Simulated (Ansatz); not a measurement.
Stepwise reaction of `C[Si](N)(N)Cl` with hydrogen chloride, as a gas-phase model of exchange steps in deposition or etching. ΔE in kJ/mol; ΔG adds harmonic PBE0-D4 terms to CCSD(T)/CBS, at 1 bar.

Calculated with Ansatz (gas phase, PBE0-D4/def2-TZVP geometries, no zero-point term in ΔE). CBS: MP2 limit from def2 TZ/QZ plus the TZ coupled-cluster correction, frozen cores. This one scheme is used for every species. Functionals use def2-TZVPP. B3LYP here is the variant with VWN-RPA as its local correlation; programs differ in this. One conformer a species, not always the lowest.

| step | reaction | PBE-D4 | B3LYP-D4 | ωB97M-V | CCSD(T)/CBS | ΔG(400 K) |
| --- | --- | --- | --- | --- | --- | --- |
| 2 | `C[Si](N)(Cl)Cl` + HCl → `C[Si](Cl)(Cl)Cl` + NH₃ | -37.6 | -32.5 | -33.3 | -33.4 | -21.9 |

(1) Give the row of step 1, `C[Si](N)(N)Cl` + HCl → `C[Si](N)(Cl)Cl` + NH₃. (Best estimate.)

(2) By hand: ΔE of the 2 steps together at CCSD(T)/CBS.

## Answers

(1) Computed: 
| step | reaction | PBE-D4 | B3LYP-D4 | ωB97M-V | CCSD(T)/CBS | ΔG(400 K) |
| --- | --- | --- | --- | --- | --- | --- |
| 1 | `C[Si](N)(N)Cl` + HCl → `C[Si](N)(Cl)Cl` + NH₃ | -42.8 | -37.8 | -38.7 | -37.7 | -32.7 |

(2) (-37.7) + (-33.4) = -71.1 kJ/mol, or -35.5 kJ/mol a step.

In ΔE the steps differ by no more than 4.3 kJ/mol. All are downhill at CCSD(T)/CBS. ΔG lies between -32.7 and -21.9 kJ/mol a step. PBE-D4 differs from CCSD(T)/CBS by -5.1 to -4.2 kJ/mol a step. Only this route is followed, and other bonds may react first. Isolated molecules leave out the surface, adducts and barriers. Largest T1 diagnostic: 0.009.
